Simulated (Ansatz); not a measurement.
Total energies of Ta₂S₂⁺ (the lowest doublet isomer of a short search) from Ansatz at PBE0-D4/def2-TZVP, gas phase (1 Eh = 27.2114 eV = 2625.5 kJ/mol). The reference geometry is relaxed at r2SCAN-D4/def2-SVP.

```xyz
4

Ta    1.103    0.673   -0.056
Ta   -1.036    0.225    0.741
S    -0.694    0.532   -1.563
S     0.627   -1.430    0.878
```

| state | geometry | energy (Eh) |
| --- | --- | --- |
| charge 1 doublet | reference | -909.95083 |
| charge 0 singlet | reference | -910.16706 |
| charge 1 quartet | relaxed at r2SCAN-D4/def2-SVP | -909.92042 |

In the def2 sets Ta takes a core potential; there is no spin–orbit coupling.

(1) Work out the vertical electron affinity, to the singlet.

(2) Which of the charge 1 states is lowest, and how far above it are the others?

(1) E(charge 1 doublet) − E(charge 0 singlet) = -909.95083 − (-910.16706) = 0.21623 Eh = 5.88 eV.

(2) The doublet. quartet: -909.92042 − (-909.95083) = 0.03041 Eh = 79.8 kJ/mol.

A triplet lies near this restricted singlet, and broken spin symmetry wasn't tried. 

The structure comes from a short search, and lower isomers may exist.
